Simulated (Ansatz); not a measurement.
Method: frozen-core CCSD(T)/def2-TZVPP // PBE0-D4/def2-TZVP (Ansatz, a first-principles code).

Ansatz 0.2 input:
```yaml
crystal:
  periodic: [false, false, false]
  atoms:
    - { symbol: O, position_ang: [1.224782, 0.013861, -0.358593] }
    - { symbol: Si, position_ang: [-0.387466, -0.050496, -0.024212] }
    - { symbol: H, position_ang: [1.799514, 0.426339, 0.286744] }
    - { symbol: H, position_ang: [-0.969572, 1.310106, 0.139255] }
    - { symbol: H, position_ang: [-1.015233, -0.730751, -1.179702] }
    - { symbol: H, position_ang: [-0.659893, -0.816611, 1.22305] }
basis:
  gaussian: { orbitals: def2-TZVPP }
correlation:
  method: ccsd_t
```

Output:

```
Functional definition: HF
746 factors; integrals over basis functions are off by at most 1.1e-3 eV
mean field evaluation 1: about -9962.7856 eV, gradient 3.4e1 eV
mean field evaluation 2: about -9962.7880 eV, gradient 3.4e1 eV
mean field evaluation 4: about -9965.0716 eV, gradient 2.4e0 eV
mean field evaluation 8: about -9965.0946 eV, gradient 7.8e-2 eV
mean field evaluation 16: about -9965.0912 eV, gradient 3.2e-1 eV
mean field -9965.09468927 eV, -366.2104752470 hartree, gradient 2.3e-6 eV, S^2 0.000000; 0 other end points of the search recorded, 0 dependent functions left out
6 core orbitals not correlated
reference -9965.09468927 eV, -366.2104752470 hartree; 7, 7 occupied and 116, 116 virtual orbitals, 746 factors
second order -10.23317907 eV of doubles, -0.00000000 eV of singles
cycle   1  -10.56893602 eV  change   -3.4e-1 eV  update   6.9e-2
cycle   2  -10.85261242 eV  change   -2.8e-1 eV  update   2.1e-2
cycle   3  -10.90876257 eV  change   -5.6e-2 eV  update   9.5e-3
cycle   4  -10.90251986 eV  change    6.2e-3 eV  update   2.0e-3
cycle   5  -10.90275145 eV  change   -2.3e-4 eV  update   7.9e-4
cycle   6  -10.90287116 eV  change   -1.2e-4 eV  update   2.0e-4
cycle   7  -10.90277303 eV  change    9.8e-5 eV  update   7.1e-5
cycle   8  -10.90277035 eV  change    2.7e-6 eV  update   2.3e-5
cycle   9  -10.90277404 eV  change   -3.7e-6 eV  update   8.1e-6
perturbative correction -0.32821816 eV, -0.0120617948 hartree
Total energy: -9976.32568147 eV, -366.6232065976 hartree
```

Cost: about 8 core-seconds (a rough figure).
